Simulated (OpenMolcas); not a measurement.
A calculation on neutral rhodium.

```yaml
Program: OpenMolcas
Method: "MS-CASPT2, IPEA 0.25 Eh, imaginary shift 0.1 Eh (closed shells correlated: 4s 4p)"
Basis: ANO-RCC-VQZP [8s7p5d3f2g1h]
Scalar_Hamiltonian: DKH2, point nucleus
Active_space: 9 electrons in 6 orbitals (4d 5s)
State_averaging: 2S+1 = 4 even, 20 roots; 2S+1 = 2 even, 52 roots kept (CI in the orbitals of an earlier block)
Spin-orbit_coupling: RASSI with atomic mean-field integrals over the reference wave functions, term energies averaged over their components
```

(1) Which level of the active space comes out lowest?

(2) How high does 4d8 5s 4F 5/2 lie?

(3) How high does 4d8 5s 4F 7/2 lie?

(4) How high does 4d8 5s 2F 7/2 lie?

(5) The level at 11730 cm-1 has J = 5/2. What is it made of, and what is its g factor?

Measured values: NIST Handbook of Basic Atomic Spectroscopic Data.

Results:

(1) 4d8 5s 4F 9/2, with 99 % of that term; it is also the measured ground level.

(2) 2910 cm-1 above the lowest level; measured 2598 cm-1 above the ground level, so the calculation is off by +12 %.

(3) 1497 cm-1 above the lowest level; measured 1530 cm-1 above the ground level, so the calculation is off by -2 %.

(4) 5200 cm-1 above the lowest level; measured 5691 cm-1 above the ground level, so the calculation is off by -9 %.

(5) 45 % 4d8 5s 4P 5/2, 45 % 4d8 5s 2D, 6 % 4d8 5s 2F; g = 1.357, against 1.601 from Landé's formula for the pure leading term.

CASPT2 breaks the degeneracy within a term, and the mean is taken; among the terms shown or strongly mixed into the levels shown the widest spread is 1300 cm-1 (4d8 5s 2F). Terms from blocks run as CI alone lack orbitals of their own. No level of 4d9 was computed, though it lies in the active space. Measured partners are found by configuration, term and J. A level has none where our copy of the source lacks it or the pairing is in doubt (some pairs that miss far off the trend of their configuration count as doubtful), and it then counts in no deviation. Only configurations of the active space appear.
